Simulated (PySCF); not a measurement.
# Excited states of V⁵⁺ (vanadium, charge +5)

Ground state [Ar], ¹S. All numbers are calculated (PySCF 2.14, the spin-free X2C one-electron Hamiltonian (Gaussian nucleus), in x2c-TZVPall with one added diffuse shell each of s, p, d type (7s6p5d1f, 57 functions)). Vertical excitation energies in eV without spin-orbit coupling; excited terms of each kind are numbered among those the solver found. Frozen: [Ne].

```csv
term,leading excitation,EOM-EE-CCSD
1 3P°,3p → d,38.788
1 3F°,3p → d,40.744
1 1D°,3p → d,43.472
1 3D°,3p → d,43.616
1 1F°,3p → d,43.932
1 1P°,3p → d,56.555
1 3D,3s → d,68.798
1 1D,3s → d,70.922
1 3S,3p → p,74.580
2 3D,3p → p,75.976
2 1D,3p → p,76.498
```

The solver can miss terms.
